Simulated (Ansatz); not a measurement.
Input file for Ansatz (a program for electronic structure): U-CCSD(T)/def2-SVP on BrHZn (SMILES [ZnH][Br]), a point of a bond scan (R = 2.709 Å). The run froze 23 orbitals, filled d shells among them.

Ansatz 0.2 input:
```yaml
crystal:
  periodic: [false, false, false]
  atoms:
    - {symbol: Zn, position_ang: [-0.00000000, -0.00000000, -1.17426818]}
    - {symbol: H, position_ang: [-0.00000000, -0.00000000, -2.69787527]}
    - {symbol: Br, position_ang: [0.00000000, 0.00000000, 1.53517091]}
basis:
  gaussian:
    orbitals: def2-SVP
correlation: {method: ccsd_t, electrons: outside_noble_gas}
scf: {omitted_lower_state_checks: [cluster_reference]}
magnetization: {spin_polarized: true, initial_magnetization: 0}
```

### Question
Predict the final total energy.

### Answer
-4350.6943 hartree (reference determinant -4350.2684, T1 diagnostic 0.013).
